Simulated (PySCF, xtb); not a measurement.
CH7NSi3, SMILES [SiH3][Si@H]1N=C[SiH2]1.

GFN2-xTB (xtb) at its own geometry gives an orbital gap of 2.08 eV and a dipole moment of 2.31 D.

The structure is a stationary point at B3LYP-D3(BJ)/def2-SVP. The structure was generated by enumeration; whether it is a known compound was not checked.

Task: What does PBE/def2-TZVP run with PySCF give? (The exact figures need the calculation; the answer reports its results.)

Result: gap 3.13 eV (levels -5.50 and -2.37 eV), dipole 1.39 D.
